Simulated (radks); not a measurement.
Task: Valence configurations of K I (all share [Ar]). Method: Dirac Kohn-Sham, PBE, spin-unpolarised, spherical densities, point nucleus; open shells are shared between the two j in proportion to 2j + 1; computed with a radial shooting solver on a logarithmic mesh with Libxc functionals. Order these by energy: 3d0.5 4s0.5; 3d1; 4p1; 4s0.5 4p0.5; 4s1.

Result: From the lowest, in eV above it: 4s1 0.000; 4s0.5 4p0.5 0.766; 3d0.5 4s0.5 1.218; 4p1 1.553; 3d1 2.456. NIST lists [Ar] 4s1 as the ground configuration; this level of theory agrees among the configurations tried. The energies are those of spherical spin-averaged densities, not of single terms.
